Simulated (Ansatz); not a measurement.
The same path of a periodic cell of 13 atoms, CaMg$_{12}$ (surface Mg(0001), adsorbate Ca) was run twice with different band settings.

These are results of DFT PBE, scalar-relativistic, plane waves, PAW (Ansatz), not measurements. Settings: cutoff 420 eV, k mesh 5x5x1, gaussian smearing 0.15 eV, no spin polarisation.

Relaxed end points:

```xyz
13
Lattice="6.4200 0.0000 0.0000 3.2100 5.5599 0.0000 0.0000 0.0000 18.2130" Properties=species:S:1:pos:R:3
Mg 0.000 0.000 1.000
Mg 3.210 0.000 1.000
Mg 1.605 2.780 1.000
Mg 4.815 2.780 1.000
Mg 0.024 1.866 3.591
Mg 3.201 1.838 3.685
Mg 1.588 4.634 3.689
Mg 4.824 4.640 3.609
Mg 0.037 0.073 6.136
Mg 3.230 0.013 6.599
Mg 1.660 2.813 6.429
Mg 4.898 2.774 6.121
Ca 3.838 4.039 8.861
```

```xyz
13
Lattice="6.4200 0.0000 0.0000 3.2100 5.5599 0.0000 0.0000 0.0000 18.2130" Properties=species:S:1:pos:R:3
Mg 0.000 0.000 1.000
Mg 3.210 0.000 1.000
Mg 1.605 2.780 1.000
Mg 4.815 2.780 1.000
Mg -0.017 1.854 3.689
Mg 3.219 1.860 3.609
Mg 1.629 4.646 3.591
Mg 4.806 4.618 3.685
Mg 0.055 0.033 6.429
Mg 3.293 -0.006 6.121
Mg 1.642 2.853 6.136
Mg 4.835 2.793 6.599
Ca 5.443 6.819 8.861
```

Common settings: climbing image yes; spring 5.0 eV/Å²; optimiser quadratic models (default); force threshold 0.05 eV/Å; end points relaxed; atoms held 1 to 4.

| run | movable images | start path | iteration limit |
| --- | --- | --- | --- |
| 1 | 5 | straight line | 31 |
| 2 | 3 | default | 6 |

(1) What does each run give, and how far can it be trusted?

Answers

(1) Run 1: converged after 4 iterations, highest image 0.006 eV above the first end. The top lies less than 8 meV above the higher end, about what the thresholds resolve: the motion is nearly free. By the program's own check the climbing image is of a kind that is not told: the force calls were inconclusive, a negative curvature could not be distinguished from the path's own, the only one lies far off the path, or fixed occupations may fill a level only in part (lowest curvatures found: -0.03 and 0.01 eV/Å²).
Run 2: converged after 4 iterations, highest image 0.005 eV above the first end. The top lies less than 8 meV above the higher end, about what the thresholds resolve: the motion is nearly free. The order of the stationary point at the top wasn't checked.
Limits of this set-up: coarse k mesh, thin slab, slab without dipole correction.
